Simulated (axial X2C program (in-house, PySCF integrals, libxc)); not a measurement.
How long does SiAs⁺ take?

A bond scan computed with an axial X2C code built on PySCF integrals. Basis: As dyall-cv3z [9s9p6d4f1g], Si dyall-v3z [8s7p2d1f] (cores contracted in-house).

The run was started with this input:
```json
{"zs": [33, 14], "q": 1, "bas": ["dyall-cv3z", "dyall-v3z"], "levels": ["PBE0", "HF", "LDA"], "cc": true, "r0": 2.37, "thr": -2.0, "nmax": 90, "npts": 10, "nst": 2, "ntry": 6}
```
```bash
python so2c.py task.json out
```

Keys: zs atomic numbers; q charge; bas basis sets; levels methods; cc coupled cluster on or off; r0 starting distance in Å; thr threshold in hartree for freezing inner shells (an s shell follows its p shell); nmax most natural virtual spinors; npts points on the curve; nst determinants followed; ntry starts of the search. HF also brings MP2.

Hardware: 1 thread of AMD EPYC 9R45 96-Core Processor (Zen 5), with other jobs on the host.

Wall time of one point of each curve, integrals apart:

```tsv
Hamiltonian	level	points	seconds a point
spin-free	PBE0	10	0.21
spin-free	HF	10	0.12
spin-free	CCSD(T) (8 electrons, 90 virtuals)	7	1.6
spin-free	LDA	10	0.1
2c	PBE0	10	0.3
2c	HF	10	0.29
2c	CCSD(T) (8 electrons, 90 virtuals)	7	3.1
2c	LDA	10	0.11
```

The rest:

Search with its distance optimisation 7.2 s, atoms 6.2 s, whole task 60 s. Coupled cluster runs on the points near the minimum only. The program drops outer points, and coupled cluster, when its time limit (not in the input) nears; MP2, further determinants and curves that did not converge are not in the table.
